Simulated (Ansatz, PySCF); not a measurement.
Gas-phase reaction (SMILES): CC[Si](F)(F)F + O (H2O) → O[Si](F)(F)F [trifluoro(hydroxy)silane] + CC (C2H6) [ethane]; water cleaves one Si-C bond, a model of a ligand-exchange step.

Geometries: B3LYP-D3(BJ)/def2-TZVP minima from Ansatz (a first-principles code), one conformer each, not searched for the lowest. Valence correlation only, unless marked. Spin-orbit coupling is left out. No relativistic terms. CBS(X,Y): correlation extrapolated as X^-3; Hartree-Fock from the larger set. [CCSD(T)-MP2]/basis is that difference in the basis named. Thermal terms are rigid-rotor harmonic-oscillator values from B3LYP-D3(BJ) frequencies (Ansatz or PySCF) at 298.15 K and 1 atm. 1 Eh = 627.5095 kcal/mol.

| species | E, RI-MP2/CBS(cc-pV(T+d)Z,cc-pV(Q+d)Z)+[CCSD(T)-MP2]/cc-pV(T+d)Z (Ansatz) (Eh) | E, wB97M-V/def2-TZVPD (Ansatz) (Eh) | H - E (Eh) | G - E (Eh) |
|---|---|---|---|---|
| CC[Si](F)(F)F | -667.79492 | -668.51982 | 0.08345 | 0.04293 |
| O (H2O) | -76.37659 | -76.43347 | 0.02495 | 0.00353 |
| O[Si](F)(F)F | -664.49363 | -665.19965 | 0.03005 | -0.00588 |
| CC (C2H6) | -79.71807 | -79.79204 | 0.07887 | 0.05302 |

Task: Work out ΔE and ΔH, ΔG, ΔS and the equilibrium constant at 298.15 K at the first level, then ΔH at the second.

Result: 
1. ΔE = [(-664.49363) + (-79.71807)] - [(-667.79492) + (-76.37659)] = -0.04019 Eh = -25.2 kcal/mol at RI-MP2/CBS(cc-pV(T+d)Z,cc-pV(Q+d)Z)+[CCSD(T)-MP2]/cc-pV(T+d)Z.
2. The terms H - E add up to 0.00052 Eh, so ΔH = (-0.04019 + (0.00052))×627.5095 = -24.9 kcal/mol.
3. The terms G - E add up to 0.00068 Eh, so ΔG = -24.8 kcal/mol, and ΔS = (0.00052 - (0.00068))×627509.5/298.15 = -0.3 cal/(mol K).
4. log10 K = -ΔG/(RT ln 10) = 18.2, with RT ln 10 = 1.3642 kcal/mol.
5. At wB97M-V/def2-TZVPD the same steps give ΔE = -24.1 and ΔH = -23.8 kcal/mol, a shift of +1.1 from the first level.
6. These values are not checked against measurement here, since the tables used lack a sound gas-phase enthalpy of formation for at least one species.
